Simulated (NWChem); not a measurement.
The numbers come from NWChem runs, not from measurements. System: F₂Si, charge 0, spin multiplicity 1, at a geometry optimised with PBE/def2-SVP. The structure started from a generated list of species. Level: RHF/def2-TZVP.

The NWChem input:

```
start mol
memory heap 200 mb stack 900 mb global 1100 mb
geometry units angstroms nocenter noautoz
  Si     0.000000     0.000000     0.590612
  F     -1.266018     0.000000    -0.459365
  F      1.266018     0.000000    -0.459365
  symmetry group C2v
end
basis spherical
  * library def2-tzvp
end
scf
  rhf
  nopen 0
  maxiter 100
  thresh 1e-7
  semidirect memsize 60000000 filesize 0
end
task scf energy
```

NWChem printed:

```
             Northwest Computational Chemistry Package (NWChem) 7.3.0
             --------------------------------------------------------

                                NWChem Input Module
                                -------------------

 Scaling coordinates for geometry "geometry" by  1.889725989
 (inverse scale =  0.529177249)

 Turning off AUTOSYM since
 SYMMETRY directive was detected!

                             Geometry "geometry" -> ""
                             -------------------------

 Output coordinates in angstroms (scale by  1.889725989 to convert to a.u.)

  No.       Tag          Charge          X              Y              Z
 ---- ---------------- ---------- -------------- -------------- --------------
    1 Si                  14.0000     0.00000000     0.00000000     0.59061200
    2 F                    9.0000    -1.26601800     0.00000000    -0.45936500
    3 F                    9.0000     1.26601800     0.00000000    -0.45936500

 Effective nuclear repulsion energy (a.u.)      98.0054281715

            Nuclear Dipole moment (a.u.)
            ----------------------------
        X                 Y               Z
 ---------------- ---------------- ----------------
     0.0000000000     0.0000000000    -0.0000037795

      Symmetry information
      --------------------

 Group name             C2v
 Group number             16
 Group order               4
 No. of unique centers     2

      Symmetry unique atoms

     1    2


 Summary of "ao basis" -> "" (spherical)
 ------------------------------------------------------------------------------
       Tag                 Description            Shells   Functions and Types
 ---------------- ------------------------------  ------  ---------------------
 *                         def2-tzvp                  on all atoms

 Summary of "ao basis" -> "ao basis" (spherical)
 ------------------------------------------------------------------------------
       Tag                 Description            Shells   Functions and Types
 ---------------- ------------------------------  ------  ---------------------
 Si                        def2-tzvp                13       37   5s5p2d1f
 F                         def2-tzvp                11       31   5s3p2d1f

                                 NWChem SCF Module
                                 -----------------

  ao basis        = "ao basis"
  functions       =    99
  atoms           =     3
  closed shells   =    16
  open shells     =     0
  charge          =   0.00
  wavefunction    = RHF
  use symmetry    = T
  symmetry adapt  = T

 Summary of "ao basis" -> "ao basis" (spherical)
 ------------------------------------------------------------------------------
       Tag                 Description            Shells   Functions and Types
 ---------------- ------------------------------  ------  ---------------------
 Si                        def2-tzvp                13       37   5s5p2d1f
 F                         def2-tzvp                11       31   5s3p2d1f

      Symmetry analysis of basis
      --------------------------

        a1         37
        a2         13
        b1         30
        b2         19

 Forming initial guess at       0.1s

      Superposition of Atomic Density Guess
      -------------------------------------

 Sum of atomic energies:        -487.67156724

      Non-variational initial energy
      ------------------------------

 Total energy =    -487.795368
 1-e energy   =    -873.957552
[...]
             ----- ------------------- --------- --------- --------
                 1     -487.9356697334  1.17D+00  2.35D-01      1.0
                 2     -488.0000421559  2.68D-01  7.37D-02      1.1
                 3     -488.0057859035  2.13D-02  6.22D-03      1.3
                 4     -488.0058483957  2.00D-04  5.39D-05      1.5
                 5     -488.0058483996  3.04D-08  7.58D-09      1.8

       Final RHF  results
       ------------------

         Total SCF energy =   -488.005848399647
      One-electron energy =   -875.272038232907
      Two-electron energy =    289.260761661806
 Nuclear repulsion energy =     98.005428171454

        Time for solution =      0.8s

       Symmetry analysis of molecular orbitals - final
       -----------------------------------------------

  Numbering of irreducible representations:

     1 a1          2 a2          3 b1          4 b2

  Orbital symmetries:

     1 a1          2 b1          3 a1          4 a1          5 b1
     6 b2          7 a1          8 a1          9 b1         10 a1
    11 b1         12 a1         13 b2         14 a2         15 b1
    16 a1         17 b2         18 b1         19 a1         20 a1
    21 b2         22 b1         23 a1         24 b2         25 a2
    26 a1

             Final eigenvalues
             -----------------

              1
    1  -68.8771
    2  -26.2979
    3  -26.2979
    4   -6.2148
    5   -4.3170
    6   -4.3167
    7   -4.3157
    8   -1.5988
    9   -1.5796
   10   -0.7835
   11   -0.7121
   12   -0.6876
   13   -0.6750
   14   -0.6492
   15   -0.6385
   16   -0.4138
   17    0.0278
   18    0.1133
   19    0.1432
   20    0.2814
   21    0.2910
   22    0.3389
   23    0.3433
   24    0.4007
   25    0.4145
   26    0.4918

                       ROHF Final Molecular Orbital Analysis
                       -------------------------------------

 Vector   14  Occ=2.000000D+00  E=-6.492311D-01  Symmetry=a2
              MO Center= -3.0D-14, -3.4D-16, -4.3D-01, r^2= 2.1D+00
   Bfn.  Coefficient  Atom+Function         Bfn.  Coefficient  Atom+Function
  ----- ------------  ---------------      ----- ------------  ---------------
    44      0.341019  2 F  py                75     -0.341019  3 F  py
    47      0.301753  2 F  py                78     -0.301753  3 F  py
    50      0.182161  2 F  py                81     -0.182161  3 F  py

 Vector   15  Occ=2.000000D+00  E=-6.384828D-01  Symmetry=b1
              MO Center=  4.6D-16, -1.1D-16, -4.2D-01, r^2= 2.1D+00
   Bfn.  Coefficient  Atom+Function         Bfn.  Coefficient  Atom+Function
  ----- ------------  ---------------      ----- ------------  ---------------
    43      0.291923  2 F  px                74      0.291923  3 F  px
    46      0.257137  2 F  px                77      0.257137  3 F  px
    45     -0.194058  2 F  pz                76      0.194058  3 F  pz
    48     -0.172828  2 F  pz                79      0.172828  3 F  pz
    49      0.152339  2 F  px                80      0.152339  3 F  px

 Vector   16  Occ=2.000000D+00  E=-4.138333D-01  Symmetry=a1
              MO Center=  5.8D-15, -9.6D-15,  1.0D+00, r^2= 1.9D+00
   Bfn.  Coefficient  Atom+Function         Bfn.  Coefficient  Atom+Function
  ----- ------------  ---------------      ----- ------------  ---------------
     5      0.530157  1 Si s                  4      0.515454  1 Si s
     3     -0.300266  1 Si s                 17      0.274829  1 Si pz

 Vector   17  Occ=0.000000D+00  E= 2.781132D-02  Symmetry=b2
              MO Center=  9.9D-15, -2.0D-15,  7.5D-01, r^2= 3.5D+00
   Bfn.  Coefficient  Atom+Function         Bfn.  Coefficient  Atom+Function
  ----- ------------  ---------------      ----- ------------  ---------------
    19      0.745246  1 Si py                16      0.335924  1 Si py
    50     -0.159818  2 F  py                81     -0.159818  3 F  py

 Vector   18  Occ=0.000000D+00  E= 1.132620D-01  Symmetry=b1
              MO Center= -2.0D-14,  1.3D-16,  1.0D+00, r^2= 4.7D+00
   Bfn.  Coefficient  Atom+Function         Bfn.  Coefficient  Atom+Function
  ----- ------------  ---------------      ----- ------------  ---------------
    18      1.157649  1 Si px                42      0.400707  2 F  s
    73     -0.400707  3 F  s

 Vector   19  Occ=0.000000D+00  E= 1.431692D-01  Symmetry=a1
              MO Center=  4.1D-14, -1.8D-15,  3.9D-01, r^2= 5.2D+00
   Bfn.  Coefficient  Atom+Function         Bfn.  Coefficient  Atom+Function
  ----- ------------  ---------------      ----- ------------  ---------------
    20      1.193834  1 Si pz                 5     -0.806130  1 Si s
    42      0.553249  2 F  s                 73      0.553249  3 F  s
    49      0.189317  2 F  px                80     -0.189317  3 F  px

 center of mass
 --------------
 x =   0.00000000 y =   0.00000000 z =  -0.02666404

 moments of inertia (a.u.)
 ------------------
          63.435633835790           0.000000000000           0.000000000000
           0.000000000000         280.918203286829           0.000000000000
           0.000000000000           0.000000000000         217.482569451039

  Mulliken analysis of the total density
  --------------------------------------

    Atom       Charge   Shell Charges
 -----------   ------   -------------------------------------------------------
    1 Si  14    13.20   2.00  0.59  1.38  1.05  0.77  4.10  1.74  0.41  0.61  0.13  0.18  0.15  0.10
    2 F    9     9.40   0.77  1.20  0.59  1.01  0.33  2.23  2.30  0.95  0.00  0.01  0.00
    3 F    9     9.40   0.77  1.20  0.59  1.01  0.33  2.23  2.30  0.95  0.00  0.01  0.00

       Multipole analysis of the density wrt the origin
       ------------------------------------------------

     L   x y z        total         open         nuclear
     -   - - -        -----         ----         -------
     0   0 0 0     -0.000000      0.000000     32.000000

     1   1 0 0      0.000000      0.000000      0.000000
     1   0 1 0      0.000000      0.000000      0.000000
     1   0 0 1      0.613715      0.000000     -0.000004

     2   2 0 0    -19.205243      0.000000    103.026735
     2   1 1 0      0.000000      0.000000      0.000000
     2   1 0 1      0.000000      0.000000      0.000000
     2   0 2 0    -14.322571      0.000000      0.000000
     2   0 1 1      0.000000      0.000000      0.000000
     2   0 0 2    -17.718241      0.000000     31.003292

 Task  times  cpu:        1.8s     wall:        1.8s

 Total times  cpu:        1.8s     wall:        1.8s
```
